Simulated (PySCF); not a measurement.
## Electrostatic potential from atomic charges

Species: `CS(=O)(=O)CC1=CC=CC=C1`. Coordinates (PBE0-D3(BJ)/def2-SVP, Å) and charges (e) from the PBE0/pcSseg-1 density (PySCF):

```
atom       x       y       z  Mulliken      IAO  Hirshfeld  ESP-fitted
  C1   2.313   0.987   0.810   -0.3717  -0.6301    -0.1207     -0.7085
  S2   2.196   0.482  -0.896   +0.9203  +1.9728    +0.5161     +1.1503
  O3   3.516   0.033  -1.330   -0.5464  -0.8920    -0.3324     -0.5519
  O4   1.500   1.543  -1.624   -0.5479  -0.8920    -0.3189     -0.5485
  C5   1.127  -0.979  -0.867   -0.2065  -0.4622    -0.0772     -0.7231
  C6  -0.207  -0.732  -0.240   -0.3604  -0.0188    -0.0055     +0.3816
  C7  -0.518  -1.289   1.005   -0.0247  -0.1580    -0.0506     -0.2963
  C8  -1.743  -1.025   1.614   -0.0831  -0.1490    -0.0479     -0.1301
  C9  -2.670  -0.197   0.984   -0.0777  -0.1460    -0.0444     -0.1710
 C10  -2.366   0.363  -0.257   -0.0825  -0.1434    -0.0421     -0.1028
 C11  -1.143   0.100  -0.868   +0.0308  -0.1446    -0.0448     -0.2927
 H12   2.782   0.187   1.396   +0.1541  +0.1705    +0.0607     +0.2197
 H13   1.314   1.241   1.185   +0.1799  +0.1808    +0.0560     +0.2366
 H14   2.959   1.875   0.792   +0.1791  +0.1860    +0.0697     +0.2378
 H15   1.066  -1.231  -1.938   +0.1918  +0.1815    +0.0647     +0.2438
 H16   1.705  -1.764  -0.360   +0.1613  +0.1667    +0.0572     +0.2356
 H17   0.207  -1.940   1.501   +0.0784  +0.1447    +0.0485     +0.1688
 H18  -1.974  -1.469   2.585   +0.1012  +0.1542    +0.0530     +0.1530
 H19  -3.631   0.012   1.459   +0.1017  +0.1548    +0.0537     +0.1520
 H20  -3.088   1.014  -0.755   +0.1049  +0.1566    +0.0553     +0.1466
 H21  -0.893   0.559  -1.826   +0.0973  +0.1675    +0.0493     +0.1992
```

Points outside the species (Å): A (1.9, -4.4, -0.7); B (-8.9, 3.5, -3.9); C (-0.6, 3.1, 8.5); D (-1.6, -1.5, -4.2); E (-1.6, -4.1, -0.9).

**Question.** Find the potential V = 14.3996 V·Å × Σ q/r of each set of charges at these points.

**Answer.** In volts:

| point | nearest atom | distance (Å) | Mulliken | IAO | Hirshfeld | ESP-fitted |
| --- | --- | --- | --- | --- | --- | --- |
| A | H16 | 2.66 | +0.265 | +0.380 | +0.185 | +0.281 |
| B | H20 | 7.06 | +0.024 | +0.027 | +0.017 | +0.029 |
| C | H18 | 7.60 | +0.127 | +0.125 | +0.075 | +0.098 |
| D | H21 | 3.22 | -0.037 | +0.036 | +0.014 | +0.044 |
| E | C7 | 3.56 | -0.091 | -0.008 | +0.087 | -0.015 |

**Question.** How far are the other sets from the ESP-fitted one at these points?

**Answer.** Root-mean-square difference: IAO 0.046 V, Mulliken 0.052 V, Hirshfeld 0.065 V. The ESP scheme is a least-squares fit of atom-centred charges to the potential on four shells outside the van der Waals surface, with the total charge fixed.

**Question.** What energy would a point charge of +3 e have at A in the field of the ESP charges, leaving out polarisation?

**Answer.** +0.844 eV = +81.5 kJ/mol, a repulsion.

The structure is a single PBE0-D3(BJ)/def2-SVP conformer in the gas phase; no vibrational or solvent corrections.

Conformer computed: `[CH3:1][S:2](=[O:3])(=[O:4])[CH2:5][c:6]1[cH:7][cH:8][cH:9][cH:10][cH:11]1`: C1–S2–C5–C6 56°, S2–C5–C6–C7 -110°.
